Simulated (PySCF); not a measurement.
Computed properties of Si(H)(F)(vinyl)(OH) (C₂H₅FOSi), SMILES C=C[SiH](O)F

Si(H)(F)(vinyl)(OH) (C₂H₅FOSi), SMILES C=C[SiH](O)F. The structure is a stationary point at PBE0-D3(BJ)/def2-SVP. The structure was generated by enumeration, and PubChem lists no compound with its InChIKey, so it may never have been made. The values are those of a single conformer. All values are computed for the isolated molecule unless a solvent is named; none is compared with measurement here.

**Structure.** All 24 harmonic modes at PBE0-D3(BJ)/def2-SVP (PySCF) are real, so it is a minimum. With heavy atoms numbered as in [SiH:1]([OH:2])([F:3])[CH:4]=[CH2:5], the shortest bond between them is C4–C5 at 1.339 Å and the longest Si1–C4 at 1.855 Å.

**Vibrations.** The strongest infrared lines (harmonic, unscaled, degenerate partners summed) lie at 881 cm⁻¹ (339 km/mol, H 49 %, Si 29 %, F 12 %), 955 cm⁻¹ (164 km/mol, Si 44 %, O 30 %, H 15 %, F 11 %), 2311 cm⁻¹ (131 km/mol, H 97 %). The softest mode is at 93 cm⁻¹ and the zero-point energy is 43.4 kcal/mol.

**Electronic structure.** PBE0/def2-TZVP (PySCF) places the frontier levels at -8.36 and -0.91 eV, a gap of 7.45 eV, and gives a dipole moment of 2.31 D and a mean polarisability of 50.2 bohr³. PBE/def2-TZVP (PySCF) at the same geometry gives -7.20 and -1.89 eV, so its gap is 2.14 eV narrower. An orbital gap is neither the optical nor the fundamental gap.

**Excitations.** TDA-PBE0/def2-SVPD (PySCF) has S1 at 6.45 eV (192 nm, f = 0.004, weak); the most intense of the 10 singlets computed lies at 7.40 eV (f = 0.35). T1 (TDA) is at 4.16 eV, 2.29 eV under S1. TDA-PBE/def2-SVPD (PySCF) puts S1 at 5.83 eV. No vertical singlet excitation falls in the visible range (under 3.1 eV).

**NMR.** GIAO shifts at B3LYP/pcSseg-1 (PySCF) (non-relativistic, atoms alike by connectivity averaged): ¹³C from 141.6 to 150.2 ppm against TMS; ¹H from 2.3 to 6.7 ppm against TMS; ²⁹Si at -27.3 ppm against TMS; ¹⁹F at -175.6 ppm against CFCl3.

**Solvation.** SMD-ωB97X/6-31G* (PySCF) gives -3.7 kcal/mol in water, -2.8 kcal/mol in benzene, -2.3 kcal/mol in n-hexane (1 M in both phases, gas-phase geometry); of these solvents water holds the molecule best.
